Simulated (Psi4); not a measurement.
Br2Zn, charge +1, doublet, geometry from GFN2-xTB (such geometries of metal compounds can be far from the true shape) (a state made from the parent by changing its charge; the spin is typed, not shown lowest); CAM-B3LYP/STO-3G run with Psi4.

Here is a job for Psi4.
```
memory 2 GB

molecule {
1 2
Zn    0.00000000    0.00000000    0.00000000
Br   -0.00000000   -0.00000000   -2.37688728
Br    0.00000000    0.00000000    2.37688728
}

set {
  basis sto-3g
  reference uks
  scf_type pk
  puream true
  d_convergence 1e-8
  dft_radial_points 99
  dft_spherical_points 590
}

energy('cam-b3lyp')
print_variables()
```

What the program printed (banner, timings and long lists left out):

```
   => Loading Basis Set <=

    Name: STO-3G
    Role: ORBITAL
    Keyword: BASIS

         ---------------------------------------------------------
                                   SCF
               by Justin Turney, Rob Parrish, Andy Simmonett
                          and Daniel G. A. Smith
                              UKS Reference
         ---------------------------------------------------------

  ==> Geometry <==

    Molecular point group: d2h
    Full point group: D_inf_h

    Geometry (in Angstrom), charge = 1, multiplicity = 2:

       Center              X                  Y                   Z               Mass
    ------------   -----------------  -----------------  -----------------  -----------------
         ZN           0.000000000000     0.000000000000     0.000000000000    63.929142010000
         BR           0.000000000000     0.000000000000    -2.376887280000    78.918337600000
         BR           0.000000000000     0.000000000000     2.376887280000    78.918337600000

  Running in d2h symmetry.

  Rotational constants: A = ************  B =      0.01890  C =      0.01890 [cm^-1]
  Rotational constants: A = ************  B =    566.75075  C =    566.75075 [MHz]
  Nuclear repulsion =  603.896194834436983

  Charge       = 1
  Multiplicity = 2
  Electrons    = 99
  Nalpha       = 50
  Nbeta        = 49

  ==> Algorithm <==

  SCF Algorithm Type is PK.
  DIIS enabled.
  MOM disabled.
  Fractional occupation disabled.
  Guess Type is SAD.
  Energy threshold   = 1.00e-06
  Density threshold  = 1.00e-08
  Integral threshold = 1.00e-12

  ==> Primary Basis <==

  Basis Set: STO-3G
    Blend: STO-3G
    Number of shells: 24
    Number of basis functions: 54
    Number of Cartesian functions: 57
    Spherical Harmonics?: true
    Max angular momentum: 2

  ==> DFT Potential <==

   => LibXC <=

    Version 7.1.2
    S. Lehtola, C. Steigemann, M. J. T. Oliveira, and M. A. L. Marques,  SoftwareX 7, 1–5 (2018) (10.1016/j.softx.2017.11.002)

   => Composite Functional: CAM-B3LYP <=

    CAM-B3LYP Hyb-GGA Exchange-Correlation Functional

    T. Yanai, D. P. Tew, and N. C. Handy,  Chem. Phys. Lett. 393, 51 (2004) (10.1016/j.cplett.2004.06.011)

    Deriv               =              1
    GGA                 =           TRUE
    Meta                =          FALSE

    Exchange Hybrid     =           TRUE
    MP2 Hybrid          =          FALSE

   => Exchange Functionals <=

    0.3500         Becke 88 [omega = 0.3300]
[...]
   @UKS iter  93: -6846.12581860704358    3.46290e+00   7.64653e-02 DIIS/ADIIS
   @UKS iter  94: -6849.62677589093255   -3.50096e+00   3.42205e-02 DIIS/ADIIS
   @UKS iter  95: -6846.47825467261737    3.14852e+00   7.56095e-02 DIIS/ADIIS
   @UKS iter  96: -6849.62374003143395   -3.14549e+00   3.43275e-02 DIIS/ADIIS
   @UKS iter  97: -6846.38189624222105    3.24184e+00   7.60773e-02 DIIS/ADIIS
   @UKS iter  98: -6849.57992439774989   -3.19803e+00   3.51895e-02 DIIS/ADIIS
   @UKS iter  99: -6846.52122755025994    3.05870e+00   7.55981e-02 DIIS/ADIIS
    Occupation by irrep:
             Ag   B1g   B2g   B3g    Au   B1u   B2u   B3u
    DOCC [    13,    1,    4,    4,    1,   12,    7,    7 ]
    SOCC [     0,    0,    1,    0,    0,    0,    0,    0 ]
    NA   [    13,    1,    5,    4,    1,   12,    7,    7 ]
    NB   [    13,    1,    4,    4,    1,   12,    7,    7 ]

   @UKS iter 100: -6849.61747214399202   -3.09624e+00   3.45791e-02 DIIS/ADIIS

PsiException: Could not converge SCF iterations in 100 iterations.

  Failed to converge.

Traceback (most recent call last):
  File "psi4", line 375, in <module>
  File "<string>", line 29, in <module>
  File "site-packages/psi4/driver/driver.py", line 533, in energy
  File "site-packages/psi4/driver/procrouting/proc.py", line 2760, in run_scf
  File "site-packages/psi4/driver/procrouting/proc.py", line 2047, in scf_helper
  File "site-packages/psi4/driver/procrouting/scf_proc/scf_iterator.py", line 93, in scf_compute_energy
  File "site-packages/psi4/driver/procrouting/scf_proc/scf_iterator.py", line 86, in scf_compute_energy
  File "site-packages/psi4/driver/procrouting/scf_proc/scf_iterator.py", line 609, in scf_iterate

psi4.driver.p4util.exceptions.SCFConvergenceError: Could not converge SCF iterations in 100 iterations.

Printing out the relevant lines from the Psithon --> Python processed input file:
    core.set_global_option("SCF_TYPE", "pk")
    core.set_global_option("PUREAM", "true")
    core.set_global_option("D_CONVERGENCE", 1e-8)
    core.set_global_option("DFT_RADIAL_POINTS", 99)
    core.set_global_option("DFT_SPHERICAL_POINTS", 590)
--> energy('cam-b3lyp')
    print_variables()

!-------------------------------------------------------!
!                                                       !
!  Could not converge SCF iterations in 100 iterations. !
!                                                       !
!-------------------------------------------------------!
```

Convergence was not reached.
